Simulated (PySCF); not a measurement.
Isomers of C5H14NPSi2, mass 175.040 u with the commonest isotopes. Method used: PBE0/pcSseg-1 in PySCF (dipole) on a GFN2-xTB geometry, gas phase. One conformer each, none proved a minimum here; rigid rotors.

Question: Order these by rotational constant B, smallest first.
A. `[CH2:1]=[CH:2][CH2:3][N:4]1[CH2:5][SiH2:6][Si@@H:7]([PH2:8])[CH2:9]1` with C1–C2–C3–N4 132°, C2–C3–N4–C5 -66°, Si6–Si7–P8–H -59° and 34°, C3–N4–C5–Si6 170°, N4–C5–Si6–Si7 31°, C5–Si6–Si7–P8 -113°, Si6–Si7–C9–N4 -28°
B. `[CH2:1]=[C:2]([CH3:3])[Si@@H:4]1[CH2:5][CH2:6][Si@H:7]([PH2:8])[NH:9]1` with C1–C2–Si4–C5 77°, C6–Si7–P8–H 77° and 170°, C2–Si4–C5–C6 -144°, Si4–C5–C6–Si7 36°, C5–C6–Si7–P8 85°, C6–Si7–N9–Si4 12°
C. `[PH2:1][Si@@H:2]1[CH2:3][N:4]([CH:5]2[CH2:6][CH2:7]2)[CH2:8][SiH2:9]1` with H–P1–Si2–C3 -69° and -161°, C3–N4–C5–C6 153°, P1–Si2–C3–N4 -93°, Si2–C3–N4–C5 77°, N4–C5–C6–C7 -108°, C3–N4–C8–Si9 52°
D. `[CH2:1]=[C:2]([CH3:3])[Si@@H:4]1[CH2:5][CH2:6][Si@@H:7]([PH2:8])[NH:9]1` with C1–C2–Si4–C5 101°, C6–Si7–P8–H -77° and -169°, C2–Si4–C5–C6 -147°, Si4–C5–C6–Si7 39°, C5–C6–Si7–P8 -146°, C6–Si7–N9–Si4 10°

Answer: D (485.9 MHz), A (527.0 MHz), B (610.3 MHz), C (800.4 MHz).

Question: Order these by rotational constant A, largest first.
A. `[CH2:1]=[C:2]([CH3:3])[Si@@H:4]1[CH2:5][CH2:6][Si@@H:7]([PH2:8])[NH:9]1` with C1–C2–Si4–C5 101°, C6–Si7–P8–H -77° and -169°, C2–Si4–C5–C6 -147°, Si4–C5–C6–Si7 39°, C5–C6–Si7–P8 -146°, C6–Si7–N9–Si4 10°
B. `[PH2:1][Si@@H:2]1[CH2:3][N:4]([CH:5]2[CH2:6][CH2:7]2)[CH2:8][SiH2:9]1` with H–P1–Si2–C3 -69° and -161°, C3–N4–C5–C6 153°, P1–Si2–C3–N4 -93°, Si2–C3–N4–C5 77°, N4–C5–C6–C7 -108°, C3–N4–C8–Si9 52°
C. `[CH2:1]=[C:2]([CH3:3])[Si@@H:4]1[CH2:5][CH2:6][Si@H:7]([PH2:8])[NH:9]1` with C1–C2–Si4–C5 77°, C6–Si7–P8–H 77° and 170°, C2–Si4–C5–C6 -144°, Si4–C5–C6–Si7 36°, C5–C6–Si7–P8 85°, C6–Si7–N9–Si4 12°

Answer: A (2297 MHz), C (1628 MHz), B (1214 MHz).

Question: Order these by radius of gyration √(Σ m r²/M), smallest first.
A. `[PH2:1][Si@@H:2]1[CH2:3][N:4]([CH:5]2[CH2:6][CH2:7]2)[CH2:8][SiH2:9]1` with H–P1–Si2–C3 -69° and -161°, C3–N4–C5–C6 153°, P1–Si2–C3–N4 -93°, Si2–C3–N4–C5 77°, N4–C5–C6–C7 -108°, C3–N4–C8–Si9 52°
B. `[CH2:1]=[C:2]([CH3:3])[Si@@H:4]1[CH2:5][CH2:6][Si@H:7]([PH2:8])[NH:9]1` with C1–C2–Si4–C5 77°, C6–Si7–P8–H 77° and 170°, C2–Si4–C5–C6 -144°, Si4–C5–C6–Si7 36°, C5–C6–Si7–P8 85°, C6–Si7–N9–Si4 12°
C. `[CH2:1]=[C:2]([CH3:3])[Si@@H:4]1[CH2:5][CH2:6][Si@@H:7]([PH2:8])[NH:9]1` with C1–C2–Si4–C5 101°, C6–Si7–P8–H -77° and -169°, C2–Si4–C5–C6 -147°, Si4–C5–C6–Si7 39°, C5–C6–Si7–P8 -146°, C6–Si7–N9–Si4 10°

Answer: A (2.325 Å), B (2.456 Å), C (2.620 Å).

| SMILES | point group | Ia (u·Å²) | Ib (u·Å²) | Ic (u·Å²) | κ | μa (D) | μb (D) | μc (D) |
| --- | --- | --- | --- | --- | --- | --- | --- | --- |
| C=C(C)[Si@@H]1CC[Si@@H](P)N1 | C1 | 220.03 | 1040.15 | 1142.53 | -0.95 | 0.84 | 0.05 | 0.77 |
| C=C(C)[Si@@H]1CC[Si@H](P)N1 | C1 | 310.39 | 828.07 | 973.55 | -0.84 | 0.31 | 0.34 | 0.32 |
| P[Si@@H]1CN(C2CC2)C[SiH2]1 | C1 | 416.39 | 631.38 | 844.26 | -0.34 | 0.09 | 0.27 | 0.58 |
| C=CCN1C[SiH2][Si@@H](P)C1 | C1 | 315.94 | 958.99 | 1108.61 | -0.88 | 1.02 | 0.71 | 0.15 |
